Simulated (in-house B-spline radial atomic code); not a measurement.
## Mo: [Kr] 4d5 5s1

Computed with a radial B-spline atomic code at the basis-set limit: non-relativistic B3LYP, spin-polarised, spherical fractional occupations, exact exchange averaged over the configuration, point nucleus.

Screening seen three ways: the hydrogenic charge with the same mean radius, Z_r = [3n² - l(l+1)]/(2<r>), the one with the same energy, Z_e = n√(-2ε), and Slater's rules. Values are occupation-weighted means over spin.

```json
{"shell": "1s", "electrons": "2", "ε (eV)": "-19385", "<r> (bohr)": "0.0363", "Z_r": "41.32", "Z_e": "37.75", "Slater": "41.70"}
{"shell": "2s", "electrons": "2", "ε (eV)": "-2706.1", "<r> (bohr)": "0.1586", "Z_r": "37.82", "Z_e": "28.21", "Slater": "37.85"}
{"shell": "2p", "electrons": "6", "ε (eV)": "-2491.3", "<r> (bohr)": "0.136", "Z_r": "36.75", "Z_e": "27.06", "Slater": "37.85"}
{"shell": "3s", "electrons": "2", "ε (eV)": "-464.43", "<r> (bohr)": "0.4403", "Z_r": "30.66", "Z_e": "17.53", "Slater": "30.75"}
{"shell": "3p", "electrons": "6", "ε (eV)": "-381.51", "<r> (bohr)": "0.4354", "Z_r": "28.71", "Z_e": "15.89", "Slater": "30.75"}
{"shell": "3d", "electrons": "10", "ε (eV)": "-229.67", "<r> (bohr)": "0.4143", "Z_r": "25.34", "Z_e": "12.33", "Slater": "20.85"}
{"shell": "4s", "electrons": "2", "ε (eV)": "-63.187", "<r> (bohr)": "1.137", "Z_r": "21.11", "Z_e": "8.62", "Slater": "14.25"}
{"shell": "4p", "electrons": "6", "ε (eV)": "-39.085", "<r> (bohr)": "1.252", "Z_r": "18.37", "Z_e": "6.78", "Slater": "14.25"}
{"shell": "4d", "electrons": "5", "ε (eV)": "-5.7356", "<r> (bohr)": "1.922", "Z_r": "10.93", "Z_e": "2.60", "Slater": "4.60"}
{"shell": "5s", "electrons": "1", "ε (eV)": "-4.6684", "<r> (bohr)": "3.637", "Z_r": "10.31", "Z_e": "2.93", "Slater": "2.95"}
```

The least bound orbital is 5s up at -4.668 eV, and it is also the most diffuse (<r> = 3.637 bohr).

The density falls to 0.001 bohr⁻³ at 4.642 bohr; Σ<r²> = 55.953 bohr² gives, by the non-relativistic formula and without the paramagnetism of open shells, a Langevin diamagnetic susceptibility of -44.31×10⁻⁶ cm³/mol.
